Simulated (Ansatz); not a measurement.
This geometry of CHFSSi (5 atoms, charge 0, multiplicity 1) is a first-order saddle point.

Computed with RKS PBE-D4/cc-pVDZ (Ansatz).

```xyz
5
Properties=species:S:1:pos:R:3
F -0.616 -1.792 1.304
Si 0.049 -0.463 0.586
C 0.913 1.097 0.548
S -0.841 0.315 -1.248
H 0.495 0.843 -1.190
```

(1) Which two structures does it join? (They come from a converged band through this point; their orientation in space is the band's.)

(2) How far does it lie above each of them?

Results:

(1) Bonds broken: C3–H5. Bonds formed: S4–H5.

Initial state:

```xyz
5
Properties=species:S:1:pos:R:3
F -0.363 -1.704 1.474
Si -0.169 -0.567 0.300
C 0.656 0.979 0.045
S -1.486 0.263 -0.999
H 1.362 1.029 -0.820
```

Final state:

```xyz
5
Properties=species:S:1:pos:R:3
F -0.358 -1.967 1.143
Si -0.070 -0.350 0.917
C 0.077 1.417 0.775
S -0.439 0.529 -1.111
H 0.791 0.372 -1.722
```

(2) 2.15 eV above the first and 0.64 eV above the second. This is the barrier of this one path; another mechanism may lie lower. The orbitals stay closed-shell, which can raise the energy where a bond breaks towards radicals; this wasn't checked here.

Time of the run: 100 s on 1 thread of Arm Neoverse V1, with other jobs on the host, peak memory 0.13 GiB.
